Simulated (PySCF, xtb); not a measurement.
Sn(H)3(SiH3) (H₆SiSn), SMILES [SiH3][SnH3].

GFN2-xTB in xtb at its own geometry gives an orbital gap of 4.76 eV and a dipole moment of 3.04 D.

The structure is a stationary point at B3LYP-D3(BJ)/def2-TZVP. The def2 effective core potentials stand for the cores of Sn; spin–orbit coupling is left out.

**Question.** What does CAM-B3LYP/def2-TZVPD (PySCF) give? (Estimate from the structure and the level; the computed values follow.)

**Answer.** gap 9.59 eV (levels -9.21 and 0.37 eV), dipole 0.36 D.
